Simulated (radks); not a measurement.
Zn2+, 28 electrons, occupied as [Ar] 3d10. Method: non-relativistic Kohn-Sham, LDA (Slater exchange, Perdew-Wang correlation), spin-polarised, spherical densities, point nucleus; computed with a radial shooting solver on a logarithmic mesh with Libxc functionals. Some entries of the table are withheld. Estimate them.

orbital  occ.  eigenvalue (hartree)  r(max) (bohr)  <1/r> (bohr^-1)
1s          2                   (1)            (2)            29.46
2s          2             -42.28127         0.1929            6.423
2p          6                   (3)         0.1535            6.397
3s          2              -5.33647            (4)              (5)
3p          6              -3.78623         0.5962            1.916
3d         10              -1.15574         0.5629            1.538
4s          0              -0.83701            (6)           0.5849
4p          0              -0.57179          2.263           0.4813

Answer. 
(1) 1s eigenvalue (hartree): -345.7379
(2) 1s r(max) (bohr): 0.03376
(3) 2p eigenvalue (hartree): -37.40036
(4) 3s r(max) (bohr): 0.5978
(5) 3s <1/r> (bohr^-1): 2.044
(6) 4s r(max) (bohr): 1.909
